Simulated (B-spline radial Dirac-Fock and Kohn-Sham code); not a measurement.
**Rh³⁺: eigenvalues, ΔSCF and the reference**

System: the Rh³⁺ ion, [Kr] 4d6.

The density-functional columns are spherical, spin-unpolarised Dirac-Kohn-Sham results without Breit or QED terms: −ε is minus the orbital energy of the initial state and ΔSCF the difference of two total energies. The reference in the last column comes from Dirac-Fock energy differences between relaxed states, corrected for Breit and QED terms. All numbers are from a B-spline atomic structure program, in eV; a selection of levels is shown. For the 1s level of heavy atoms much of the gap between ΔSCF and the reference is the Breit and QED part, -68.1 eV here; for other levels the error of the functional can be larger.

```csv
level,LDA −ε,LDA ΔSCF,PBE −ε,PBE ΔSCF,Dirac-Fock
K,23032.5,23329.6,23062.3,23360.2,23268.9
L1,3371.0,3423.6,3374.4,3426.8,3468.0
L2,3125.9,3190.9,3127.0,3191.9,3197.4
L3,2981.6,3043.4,2982.4,3044.2,3054.9
M1,632.2,651.2,633.3,652.3,679.9
M2,536.2,555.6,536.5,555.8,573.6
M3,511.3,530.2,511.6,530.5,548.5
M4,340.6,360.9,340.2,360.5,361.2
M5,335.7,355.8,335.3,355.4,356.5
N1,118.5,127.7,118.5,127.7,134.7
N2,88.95,97.77,88.80,97.63,99.86
N3,84.88,93.55,84.78,93.47,95.85
"N4,5",39.73,47.16,39.50,46.94,45.34
```

Q: Order the estimates of the K (1s) level by their distance from the Dirac-Fock value, nearest first.
A. PBE ΔSCF
B. LDA ΔSCF
C. LDA −ε
D. PBE −ε

A: B (60.7 eV), A (91.4 eV), D (206.6 eV), C (236.4 eV).

Values without a named source are computed, but for edge energies of neutral atoms, which are taken from tables.
